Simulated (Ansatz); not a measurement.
Spin states of CrO2 (SMILES [O]=[Cr]=[O]), each relaxed at B3LYP-D3(BJ)/def2-TZVP; lowest solutions found, singlets restricted, no spin–orbit coupling, no relativity up to Kr.
Multiplicity 3 (charge 0, multiplicity 3):
```xyz
3

Cr     0.24666    -0.20411     0.24561
O      0.97414     0.29878    -1.08367
O     -1.25397    -0.04720     0.76775
```
Multiplicity 1 (charge 0, multiplicity 1):
```tsv
atom	x (Å)	y (Å)	z (Å)
Cr	0.2709	-0.2248	0.2709
O	0.9322	0.3045	-1.0715
O	-1.2363	-0.0323	0.7304
```

Codes used: Ansatz (Gaussian orbitals). Values without a source in brackets are computed.

The energy of multiplicity 1 less that of multiplicity 3 (kcal/mol) and the share of exact exchange:

```tsv
functional	exact exchange (%)	value
PBE/def2-TZVPP	0	23.99
PBE0/def2-TZVPP	25	28.25
BLYP/def2-TZVPP	0	21.10
B3LYP/def2-TZVPP	20	24.02
BHLYP/def2-TZVPP	50	28.59
r2SCAN/def2-TZVPP	0	26.54
r2SCANh/def2-TZVPP	10	28.12
```

Q: Take the value as linear in the share of exact exchange along PBE and PBE0. Give the slope, say whether the sign turns, and set the other functionals against that line.

A: 
Slope: (28.25 − (23.99))/2.5 = 1.70 kcal/mol for each 10 %. The line keeps its sign from 0 to 100 %. At 50 % it gives 32.5 kcal/mol. The LYP pair gives (28.59 − (21.10))/5 = 1.50 for each 10 %. BHLYP, at 50 %, lies -3.9 from the PBE line. B3LYP, at 20 %, lies -3.4 from the PBE line. r2SCAN, with none, stands 2.5 from PBE. The r2SCAN pair gives 1.58 for 10 %.

Ansatz is a quantum-chemistry and plane-wave program.
